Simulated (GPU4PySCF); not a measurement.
F4TCNQ (C12F4N4), SMILES N#CC(C#N)=c1c(F)c(F)c(=C(C#N)C#N)c(F)c1F. Coordinates come from a PBE0-D3(BJ)/def2-TZVP optimisation.

### Question
Give the equilibrium geometry at PBE0-D3(BJ)/def2-TZVP (GPU4PySCF confirms it by a frequency run) as a Z-matrix, and its point group. (An estimate is asked for; the answer gives what the named calculation found.)

### Answer
point group D2h.
```
C
F 1 1.3158
C 1 1.3500 2 118.55
F 3 1.3158 1 118.55 2 0.00
C 1 1.4383 2 118.84 3 180.00
C 5 1.3759 1 122.61 2 0.00
C 6 1.4221 5 123.84 1 180.00
N 7 1.1520 5 157.03 6 -180.00
C 6 1.4221 5 123.84 1 0.00
N 9 1.1520 7 141.56 8 0.00
C 3 1.4383 4 118.84 1 180.00
C 11 1.3759 3 122.61 4 0.00
C 12 1.4221 11 123.84 3 180.00
N 13 1.1520 11 157.03 12 -180.00
C 12 1.4221 11 123.84 3 0.00
N 15 1.1520 13 141.56 14 0.00
C 11 1.4383 12 122.61 13 0.00
F 17 1.3158 11 118.84 12 0.00
C 17 1.3500 18 118.55 11 180.00
F 19 1.3158 17 118.55 18 0.00
```
